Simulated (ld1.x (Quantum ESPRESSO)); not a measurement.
## Ge (Z = 32): TM semilocal pseudisation with PBE, scalar-relativistic reference atom.

| Property | Result |
| --- | --- |
| Element | germanium |
| Generator | ld1.x (Quantum ESPRESSO) 7.5 |
| Type | norm-conserving Troullier–Martins (semilocal form) |
| Functional | PBE |
| Relativity | scalar-relativistic |
| Frozen core | [Ar] 3d10 |
| Valence charge | 4 |
| Reference configuration | 4s2 4p0 (charge +2) |
| Partial waves | 4p (bound, empty): rc 1.45 bohr; 4d channel at 0.45 Ry: rc 1.55 bohr; 4s (bound): rc 1.60 bohr |
| Local potential | the s channel |
| Core correction | Bessel-smoothed model core, default radius (core density twice the valence density) |

All-electron outer shells of the reference configuration (PBE, scalar-relativistic, ld1.x):

```csv
shell,level (eV),outermost node (bohr),outermost maximum (bohr)
4s,-29.25,0.77,1.66
4p,-19.81,0.81,1.98
```

Results:

```
Cutoffs needed           : 30 Ry and 45 Ry (the cutoffs (Ry, on a coarse ladder) from which the occupation-weighted sum of valence levels, in a spherical-Bessel basis at the reference potential, stays within 10 and 1 mRy of its value at 400 Ry) The cutoffs count occupied waves only; the empty 4p level needs 45 Ry at the loose tolerance.
Ghost test               : no extra level below or beside the all-electron valence levels (p, d, s tested); the semilocal form is local in each channel, so this says nothing of the separable form that plane-wave codes build from it (spherical-Bessel basis up to 400 Ry, 20 bohr box)
Largest excitation error : -91 meV (all-electron minus pseudo) for 4s1 4p0, out of 7 test configurations
```

Generation and tests took about 2.7 s on one core of a shared server CPU.
